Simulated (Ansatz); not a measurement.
input.yaml

```yaml
crystal:
  periodic: [false, false, false]
  atoms:
    - { symbol: Sn, position_ang: [-0.022775, 0.145446, -0.197731] }
    - { symbol: H, position_ang: [-0.083388, -1.101089, 1.482189] }
    - { symbol: H, position_ang: [0.864807, 1.261341, 0.751704] }
    - { symbol: H, position_ang: [-0.888051, 1.046893, -1.391861] }
    - { symbol: H, position_ang: [0.881391, -1.066381, -1.00039] }
    - { symbol: O, position_ang: [-1.95055, -0.559043, 0.552079] }
    - { symbol: Al, position_ang: [-3.659265, -0.749547, 0.354649] }
    - { symbol: H, position_ang: [-4.347972, -1.91496, 1.175912] }
    - { symbol: H, position_ang: [-4.429825, 0.229626, -0.6218] }
    - { symbol: H, position_ang: [-1.097974, -1.030486, 1.262447] }
basis:
  gaussian: { orbitals: def2-SVP }
hamiltonian:
  xc: pbe0
phonons: {}
```

Run as:

```bash
$ ansatz run input.yaml --threads 2 --pin off --max-ram 3072MiB --backend cpu --events-out ev --progress --plain --runs-dir out
```

Hardware: 2 threads of Arm Neoverse V1, on a shared host.

Q: Roughly how long does this run take, and how much memory?

A: 100 s, with a peak of 0.2 GiB, for 0 ionic steps.
